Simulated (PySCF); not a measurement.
Simulation results for BGeH₆N₂

Calculation on a computer-drawn molecule: the log of a Hartree-Fock and frozen-core CCSD(T) single point meant for a local Hartree-Fock minimum, with one planted fault or none, to be diagnosed. Offsets are logged minus clean, where the clean run is the same molecule without the fault. The reference is restricted for singlets and unrestricted otherwise, and also for a bond in bohr or an excited solution. Adding or removing an electron swaps singlet and doublet. The excited solution moves the top pair (singlet) or top alpha electron (doublet) to the lowest empty orbital. Highest occupied and lowest empty are orbital energies over both spins, largest force is the largest gradient component, triples share is (T) over the correlation energy, the T1 limit is 0.02 restricted and 0.045 unrestricted, electrons count all cores, a negative frequency is imaginary (commonest isotopes), and the dipole is about the centre of nuclear charge; on germanium a core potential holds 10 electrons, which the energies leave out, and 3d is frozen in MP2 and coupled-cluster steps. Program: PySCF 2.14.0.

```yaml
- formula: BGeH6N2
  logged_structure:
    atoms_angstrom:
      - [B, -1.199, -2.5915, -1.4406]
      - [Ge, -1.6465, -1.357, 0.0099]
      - ["N", -1.2305, 0.3885, 0.1241]
      - ["N", -2.6373, -1.7001, 1.472]
      - [H, -1.5864, -3.7218, -1.3543]
      - [H, -0.5549, -2.1696, -2.3582]
      - [H, -0.545, 0.7733, -0.4967]
      - [H, -1.2751, 0.8902, 0.9898]
      - [H, -2.8517, -2.6512, 1.7029]
      - [H, -2.5856, -1.1229, 2.2891]
  given:
    meant_charge: 0
    meant_multiplicity: 2
    meant_basis: cc-pVDZ
    meant_basis_and_core_potential_on_germanium: "cc-pVDZ-PP ECP10MDF"
    logged_electrons: 57
    logged_basis_functions: 95
    logged_SCF_converged: "yes"
    logged_spin_squared: 0.7615
    "logged_highest_occupied [eV]": -1.9583
    "logged_lowest_empty [eV]": -0.87015
    "logged_largest_force [hartree/bohr]": 0.06192
    "logged_dipole_magnitude [debye]": 2.6836
    logged_SCF_stable_within_its_kind: "no"
    "logged_energy_HF [hartree]": -430.26823
    possible_faults: "no fault, one electron removed, one electron added, multiplicity raised by two, geometry at a saddle point, SCF held on an excited solution, minimal basis STO-3G, one bond length entered in bohr, all coordinates scaled"
    drawn_bonds_atom: [1, 2, 2, 1, 1, 3, 3, 4, 4]
    drawn_bonds_other_atom: [2, 3, 4, 5, 6, 7, 8, 9, 10]
    drawn_bonds_order: [1, 1, 1, 1, 1, 1, 1, 1, 1]
  results:
    planted_fault: "SCF held on an excited solution"
    "HF_energy_offset_from_clean_run [kcal/mol]": 106.3
  notes: ["coupled-cluster numbers left out as unreliable"]
```
